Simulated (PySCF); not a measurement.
Two-component Hartree-Fock for Pd (palladium, neutral)

Start: [Kr] 4d10. Calculated with PySCF 2.14 in x2c-QZVPPall-2c (13s12p9d4f2g, 140 functions): generalised Hartree-Fock with the X2C-1e Hamiltonian and a Gaussian nucleus; one run each with spin-orbit coupling (SO) switched off, then screened by Boettger's factors.

```
spinor shell  electrons  ε, spin-free (eV)  ε, screened SO (eV)  weight of nominal j (screened SO)  rms radius, screened SO (bohr)
       1s1/2          2           -24475.3             -24473.8                              1.000                          0.0365
       2s1/2          2            -3656.9              -3656.4                              1.000                           0.150
       2p1/2          2            -3271.5              -3381.9                              1.000                           0.130
       2p3/2          4            -3271.5              -3220.5                              1.000                           0.135
       3s1/2          2            -694.81              -694.70                              1.000                           0.403
       3p1/2          2            -564.87              -584.80                              1.000                           0.399
       3p3/2          4            -564.87              -555.63                              1.000                           0.410
       3d3/2          4            -359.08              -362.47                              1.000                           0.387
       3d5/2          6            -359.08              -356.72                              1.000                           0.390
       4s1/2          2            -104.50              -104.50                              1.000                            1.02
       4p1/2          2            -65.330              -68.595                              1.000                            1.11
       4p3/2          4            -65.330              -63.831                              1.000                            1.14
       4d3/2          4             -8.924               -9.281                              1.000                            1.71
       4d5/2          6             -8.924               -8.697                              1.000                            1.76
```

```
   quantity    spin-free  screened SO
E (hartree)  -5042.38267  -5043.24179
        M_J            0            0
       ⟨J²⟩        0.000        0.000
       ⟨L²⟩        0.000        0.015
       ⟨S²⟩        0.000        0.015
```

Breit and QED terms are absent; they matter most for the inner s and p1/2 levels.

Densities and radii are taken from the X2C orbitals without a picture-change correction, which distorts them close to the nucleus.

Without spin-orbit coupling the j labels of p, d and f shells carry no meaning; the spin-free column gives the mean over the occupied spinors of each nl shell.
